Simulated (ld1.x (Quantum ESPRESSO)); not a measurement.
## technetium: excitation energies, all-electron against TM

- Element: Tc
- Generator: ld1.x (Quantum ESPRESSO) 7.5
- Type: norm-conserving Troullier–Martins (Kleinman–Bylander form)
- Functional: BP86
- Relativity: scalar-relativistic
- Frozen core: [Kr]
- Valence charge: 7
- Reference configuration: 4d5 5s2 5p0
- Partial waves: 5s (bound): rc 2.70 bohr; 5p (bound, empty): rc 2.75 bohr; 4f channel at 0.05 Ry: rc 2.70 bohr; 4d (bound): rc 2.20 bohr
- Local potential: the d channel
- Core correction: a·sin(br)/r model core inside 2.25 bohr

Energies are relative to the spin-unpolarised reference configuration 4d5 5s2 5p0; without spin polarisation the order of configurations can differ from experiment. Not all tests gave a result: 1 of 7 tests not solved or not reliable. Left out of the table: 4d5 5s0 5p1 (solver errors, printed error -2.7 eV).

```json
{"valence configuration": "4d5 5s1 5p0", "charge": "+1", "ΔE all-electron (eV)": "8.347", "error AE − PS (meV)": "-5.6"}
{"valence configuration": "4d5 5s0 5p0", "charge": "+2", "ΔE all-electron (eV)": "23.357", "error AE − PS (meV)": "-35"}
{"valence configuration": "4d4 5s2 5p0", "charge": "+1", "ΔE all-electron (eV)": "11.761", "error AE − PS (meV)": "-55"}
{"valence configuration": "4d5 5s1 5p1", "charge": "0", "ΔE all-electron (eV)": "3.798", "error AE − PS (meV)": "-2.2"}
```

Question: What are ΔE and the potential's error for 4d4 5s0 5p0?

Answer: ΔE = 52.153 eV all-electron; the error (AE − PS) is -97 meV.

Question: What are ΔE and the potential's error for 4d5.5 5s1.5 5p0?

Answer: ΔE = -0.608 eV all-electron; the error (AE − PS) is -17 meV.

These tests converged, but a pseudo level misses the all-electron one widely, so the file describes the atom poorly there or has found another state: 4d4 5s2 5p0: empty 5p by 2.0 eV.

Note: ghost states, extra bound levels that the all-electron valence spectrum of the same l lacks: s at -70.7 eV, p at -15.7 eV. A true bound ghost makes a file unfit for plane-wave use.
